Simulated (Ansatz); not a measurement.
Energy profile

The step: AlH₃O ([OH][AlH2]) + NH₃ + NH₃ → AlNH₄ ([NH2][AlH2]) + H₂O + NH₃ (still joined by a long Al–O bond); bonds formed: O2–H7, H5–N8; bonds broken: H5–N6, H7–N8; bonds weakened to dative contacts: Al1–O2 (atoms numbered as in the saddle structure below).

```
13
angstrom
Al -1.1868 0.2239 -1.0178
O 0.3738 -0.7891 -1.2187
H -1.1522 1.3844 -2.1218
H -2.3702 -0.8652 -1.0526
H 0.7026 0.2512 1.1056
N -0.8843 0.9245 0.7060
H 1.0786 -0.7356 -0.2263
N 1.5418 -0.3718 0.8907
H 0.2945 -1.6466 -1.6384
H -0.8848 1.9373 0.7433
H -1.5533 0.6181 1.4032
H 1.6439 -1.0990 1.5870
H 2.3964 0.1680 0.8399
```

Electronic energies by CCSD(T) at an estimated basis limit (MP2 extrapolated from triple and quadruple zeta, plus CCSD(T) − MP2 in triple zeta), on PBE0-D4/def2-TZVP structures; AlN2H9O, singlet; no counterpoise correction. Computed with Ansatz 0.2.0 (basis: def2-TZVPP and def2-QZVPP); correlated methods freeze the cores. Extrapolation: Hartree–Fock as exp(−7.88 √X), correlation as X^−2.97.

Problem. Give the profile in kcal/mol, counted from the separated reactants. (To be estimated.)

Solution. The calculation gives:
```tsv
point	kcal/mol
separated: AlH3O (linked as [OH][AlH2]; Al1, O2, H3, H4, H9; singlet) + NH3 (H5, N6, H10, H11; singlet) + NH3 (H7, N8, H12, H13; singlet)	0.00
start structure	-39.62
saddle	-20.81
end structure	-23.11
separated: AlNH4 (linked as [NH2][AlH2]; Al1, H3, H4, N6, H10, H11; singlet) + H2O (O2, H7, H9; singlet) + NH3 (H5, N8, H12, H13; singlet)	9.60
```
The saddle lies below the separated reactants: the barrier is submerged.

The T1 diagnostic stays at or below 0.013.

For scale, one of the runs: CCSD(T)/def2-TZVPP, 261 basis functions, launched by `ansatz run in.yaml --threads 4 --pin off --events-out ev --progress --plain --max-ram 9574MiB`. Time: 2.4 min of wall clock on 4 CPU threads of an Arm Neoverse V2; the host was shared. Peak host memory: 6.3 GiB.
